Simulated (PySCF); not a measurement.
## Radial density of Tl⁺ (thallium, charge +1)

B2PLYP, [Xe] 4f14 5d10 6s2, closed-shell 1S. Computed with PySCF 2.14 in x2c-QZVPPall (16s10p9d6f1g, 142 functions), with scalar relativity by spin-free X2C-1e.

```
r (bohr)  4πr²ρ (e/bohr)
  0.0168           103.0
  0.0283           111.0
  0.0476           152.7
  0.0800           121.7
   0.135           142.4
   0.226           84.86
   0.381           94.05
   0.641           34.46
    1.08           19.28
    1.81           5.486
    3.05          0.8449
    5.13         0.02953
    8.63       6.788e-05
```

Densities and radii are taken from the X2C orbitals without a picture-change correction, which distorts them close to the nucleus.

Spin-orbit coupling, which splits the p, d and f shells strongly at this Z, is absent.
